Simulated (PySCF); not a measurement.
Species: C₉H₇ClFS (charge -1).
Bonds: C1–C2 (double), C2–F3, C2–C4, C4–C5, C5–C6 (aromatic), C6–C7 (aromatic), C7–C8 (aromatic), C8–S9, C8–C10 (aromatic), C10–C11 (aromatic), C11–Cl12, C5–C11 (aromatic). Hydrogens: H13, H14 on C1; H15, H16 on C4; H17 on C6; H18 on C7; H19 on C10.

Torsions of this conformer, `[CH2:1]=[C:2]([F:3])[CH2:4][c:5]1[cH:6][cH:7][c:8]([S-:9])[cH:10][c:11]1[Cl:12]`: C1–C2–C4–C5 -3°, C2–C4–C5–C6 94°.

The closed-shell ground state was solved at several levels (PySCF, density fitting, gas phase, non-relativistic). Isolated species at its PBE0-D3(BJ)/def2-SVP geometry (one conformer only). The geometry's basis has no diffuse functions, a weakness for an anion. No diffuse functions stand in pcSseg-1 and pcSseg-2, which bears on an anion's orbital energies.

```json
{"level": "PBE0/pcSseg-1", "basis functions": "253", "HOMO (eV)": "-0.93", "LUMO (eV)": "3.31", "gap (eV)": "4.24"}
{"level": "PBE/pcSseg-2", "basis functions": "544", "HOMO (eV)": "-0.20", "LUMO (eV)": "2.12", "gap (eV)": "2.32"}
```

Task: Estimate the row for PBE0/def2-SVPD, a basis of 313 functions; the other rows only guide the guess.

Result: HOMO -1.17 eV, LUMO 3.00 eV, gap 4.17 eV.

Task: Over all these levels, which gives the widest orbital gap and which the narrowest?

Result: PBE0/pcSseg-1 (global hybrid, 25 % exact exchange) has the widest, 4.24 eV, and PBE/pcSseg-2 (GGA) the narrowest, 2.32 eV. Functional and basis both differ between the two, so the spread mixes both effects.
